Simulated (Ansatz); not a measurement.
Basis sets compared for InH2F. Total charge 0; singlet. Geometry PBE0-D4/def2-TZVP. Ansatz on 4 threads of Arm Neoverse V1 on a shared host; times are rough, and most runs start from earlier orbitals.

```csv
atom,x (Å),y (Å),z (Å)
In1,0.082,0.117,0.130
H2,0.819,-0.790,1.368
H3,-0.148,1.745,-0.311
F4,-0.753,-1.073,-1.186
```

In the def2 sets In takes a core potential; there is no spin–orbit coupling.

Binding counts from free atoms (In doublet, H doublet, F doublet) in the same basis, without a counterpoise term.

```json
{"level": "PBE-D4/def2-SVP", "functions": "50", "energy (Eh)": "-290.9913", "HOMO (eV)": "-6.97", "LUMO (eV)": "-2.42", "binding per atom (eV)": "2.33", "wall time": "0.3 s"}
{"level": "PBE0-D4/def2-SVP", "functions": "50", "energy (Eh)": "-290.9917", "HOMO (eV)": "-8.55", "LUMO (eV)": "-1.72", "binding per atom (eV)": "2.26", "wall time": "0.4 s"}
```

(1) Estimate the rows for PBE-D4/def2-TZVP, PBE0-D4/def2-TZVP.

Results:

(1) 
```tsv
level	functions	energy (Eh)	HOMO (eV)	LUMO (eV)	binding per atom (eV)	wall time
PBE-D4/def2-TZVP	93	-291.1345	-7.28	-2.55	2.37	0.5 s
PBE0-D4/def2-TZVP	93	-291.1324	-8.74	-1.83	2.31	0.7 s
```
